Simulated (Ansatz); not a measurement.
Cartesian coordinates in Å:
```
O -0.135 -0.645 1.279
Sn -0.322 0.714 -0.120
F -0.827 -0.350 -1.646
Br 1.908 1.726 -0.566
H -0.624 -1.445 1.054
```

Charge 0, multiplicity 2. Sn: def2 effective core potential.

Task: List the PBE0/def2-TZVPP orbital energies in eV (the Gaussian-basis code of Ansatz). (Estimate.)

Result: The calculation gave: α occupied: -13150.51, -1705.40, -1535.97, -1535.89, -1535.89, -673.13, -523.33, -239.23, -179.63, -179.38, -179.37, -141.50, -96.20, -96.10, -96.05, -73.11, -73.04, -73.03, -72.85, -72.85, -32.41, -30.36, -29.91, -29.85, -29.78, -29.42, -27.51, -21.84, -15.24, -13.42, -11.64, -11.53, -11.23, -10.54, -9.90, -9.05, -8.99, -7.58. α empty: -0.74, -0.61, -0.32, 2.00, 2.52, 2.69, 3.38, 4.78. β occupied: -13150.49, -1705.39, -1535.93, -1535.88, -1535.88, -673.05, -523.19, -239.20, -179.54, -179.37, -179.36, -141.43, -96.12, -96.06, -96.01, -73.05, -73.00, -72.99, -72.84, -72.84, -32.23, -30.22, -29.80, -29.75, -29.69, -29.29, -27.23, -21.54, -14.86, -13.13, -11.48, -11.30, -10.79, -9.98, -9.67, -8.92, -8.89. β empty: -4.79, -0.33, -0.13, 0.10, 2.18, 2.77, 2.98, 3.57. ⟨S²⟩ = 0.755.
